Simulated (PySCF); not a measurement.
Working out the ionisation energy of Se

Se [Ar] 3d10 4s2 4p4 (3P) → Se+ [Ar] 3d10 4s2 4p3 (4S). All numbers are calculated (PySCF 2.14, a scalar-relativistic core potential, in aug-cc-pVTZ-PP with one added diffuse shell each of s, d, f type with ECP10MDF (7s5p5d3f, 68 functions)). Frozen: 3s2 3p6 3d10. Energies in hartree (1 hartree = 27.21139 eV):

```json
{"part": "UHF", "Se (lower)": "-371.862685", "Se+ (upper)": "-371.548694"}
{"part": "MP2 opposite-spin", "Se (lower)": "-0.078674", "Se+ (upper)": "-0.055973"}
{"part": "MP2 same-spin", "Se (lower)": "-0.023243", "Se+ (upper)": "-0.020116"}
```

Q: What does Hartree-Fock give?

A: (-371.548694) − (-371.862685) = 0.313991 hartree = 8.544 eV.

Q: What do MP2 and SCS-MP2 (6/5 opposite-spin, 1/3 same-spin) give?

A: The opposite-spin parts differ by 0.618 eV and the same-spin parts by 0.085 eV. MP2: 8.544 + (0.618) + (0.085) = 9.247 eV. SCS-MP2: 8.544 + 1.2 × (0.618) + (0.085)/3 = 9.314 eV.

Measured between the centres of the two terms (NIST): 9.635 eV, so MP2 (valence) is off by -0.388 eV.

What remains against the reference includes basis incompleteness, the frozen core and correlation beyond second order.
